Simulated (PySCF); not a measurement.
CH₂NO, SMILES N=C=[OH+], charge +1. Atoms are numbered in the order given.

```xyz
5

N      0.0125     1.2062     0.0000
C      0.0123     0.0658     0.0000
O     -0.1117    -1.1681     0.0000
H      0.0249     2.2153     0.0000
H      0.7073    -1.7094     0.0000
```
Charge +1, spin multiplicity 1.

The structure is a stationary point at B3LYP-D3(BJ)/def2-TZVP. The isomer is the one that the SMILES or the coordinates give; other isomers of the formula were not compared.

Method: B3LYP/pcSseg-2 in PySCF.

GIAO shieldings, no solvent; atoms alike by connectivity are averaged. δ = σ(ref) − σ: ¹⁵N against NH3 (σ = 260.3 ppm); ¹³C against TMS (σ = 181.3 ppm); ¹⁷O against H2O (σ = 325.5 ppm); ¹H against TMS (σ = 31.68 ppm), references at their B3LYP-D3(BJ)/def2-TZVP geometries, non-relativistic.

| atoms | nucleus | count | δ (ppm) |
|---|---|---|---|
| N1 | ¹⁵N | 1 | (withheld) |
| C2 | ¹³C | 1 | 102.5 |
| O3 | ¹⁷O | 1 | (withheld) |
| H5 | ¹H | 1 | 7.54 |
| H4 | ¹H | 1 | 6.27 |

Task: Some entries are withheld; supply them. (The exact figures need the calculation; the answer reports its results.)

Result: 
- N1, δ (ppm): 88.7
- O3, δ (ppm): 44.0
